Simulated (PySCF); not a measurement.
Coordinates in bohr (charge -1 multiplicity 1):
```
Sr    0.0000    0.0000    0.0000
I     5.9049    0.0000    0.0000
I    -2.9524    5.1138    0.0000
I    -2.9525   -5.1138    0.0000
```

Level of theory: B3LYP/[Sr def2-SVPD with ECP28, I def2-SVPD with ECP28], scalar-relativistic core potentials, density fitting, no spin–orbit coupling, PySCF.

This geometry of SrI₃⁻ is a stationary point at this level.

Question: What is the point group?

Answer: D3h.

Question: Is it a minimum?

Answer: Yes: all harmonic wavenumbers are real, though the softest, 31 cm⁻¹, leaves little margin.

Question: What are the dipole moment and the gap between the highest occupied and lowest empty levels?

Answer: 0.00 D about the centre of mass and 4.77 eV.

Question: Give the ideal-gas entropy at 298.15 K and 1 bar by parts.

Answer: translation 185.6, rotation 130.4, vibration 104.7, spin 0.0; total 420.7 J/(mol K).

Only a few start shapes were tried, so a lower isomer may exist. The lowest empty level of this anion is unbound, so it and the gap depend on the basis.
